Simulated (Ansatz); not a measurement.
```yaml
crystal:
  periodic: [true, true, true]
  atoms:
    - {symbol: C, position_ang: [1.761233, -0.520692, 0.915009]}
    - {symbol: O, position_ang: [0.715923, 0.443369, 0.820223]}
    - {symbol: In, position_ang: [-0.956043, 0.361585, -0.759369]}
    - {symbol: O, position_ang: [-0.389687, -1.266294, -1.755144]}
    - {symbol: O, position_ang: [-1.086064, 2.114243, -1.670143]}
    - {symbol: O, position_ang: [-1.909681, 0.106054, 1.000313]}
    - {symbol: H, position_ang: [2.451019, -0.327140, 0.096098]}
    - {symbol: H, position_ang: [1.376853, -1.538408, 0.818774]}
    - {symbol: H, position_ang: [2.288121, -0.406459, 1.864332]}
    - {symbol: H, position_ang: [0.044232, 0.302699, 1.512095]}
    - {symbol: H, position_ang: [-0.778692, -2.062504, -1.386265]}
    - {symbol: H, position_ang: [-0.861607, 2.046734, -2.601208]}
    - {symbol: H, position_ang: [-2.635207, 0.712214, 1.160085]}
basis:
  gaussian: {orbitals: def2-mTZVP}
hamiltonian: {xc: {name: B2PLYP}}
accuracy: high
```

```sh
$ ansatz run in.yaml --threads 4 --pin off --events-out ev --progress --plain --max-ram 11315MiB
```

Shortened log:

```
Error: YAML parse error: error: line 2 column 3: crystal: missing field `lattice` (a structure is typed as `lattice` and `atoms`, a molecule's as `atoms` in Å alone, or read from a run's directory, `checkpoint`)
 --> <input>:2:3
1 | crystal:
2 |   periodic: [true, true, true]
3 |   atoms:
4 |     - {symbol: C, position_ang: [1.761233, -0.520692, 0.915009]}
```

In this input the molecule is marked periodic without a cell. The input was rejected before any iteration.
